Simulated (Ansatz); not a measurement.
Z-matrix (Å, degrees):
```
C
C 1 1.487
H 1 1.095 2 112.6
H 1 1.091 2 111.7 3 -123.1
H 1 1.095 2 107.9 3 119.2
Al 2 1.955 1 134.7 3 122.4
C 2 1.462 1 119.0 3 -19.6
O 2 1.587 1 113.6 3 43.6
H 6 1.586 2 117.0 1 166.5
H 6 1.584 2 117.8 1 -5.3
H 7 1.089 2 120.8 1 -154.4
H 7 1.088 2 119.0 1 -2.1
```

Total charge 0; spin multiplicity 1. The bonds changed during the relaxation, so this is another structure than the one it started from.

Question: List the r2SCAN/def2-TZVPP orbital energies in eV (Ansatz 0.2.0). (Best estimate.)

Answer: Ansatz gave: Occupied: -1516.40, -517.28, -275.01, -274.39, -273.29, -109.92, -70.22, -70.08, -70.02, -28.60, -19.88, -17.90, -15.35, -13.36, -12.24, -11.14, -10.87, -9.94, -9.25, -8.31, -8.14, -7.09, -6.57. Lowest empty: -0.56, 0.13, 1.04, 1.24, 1.75, 2.00, 2.15, 2.69.
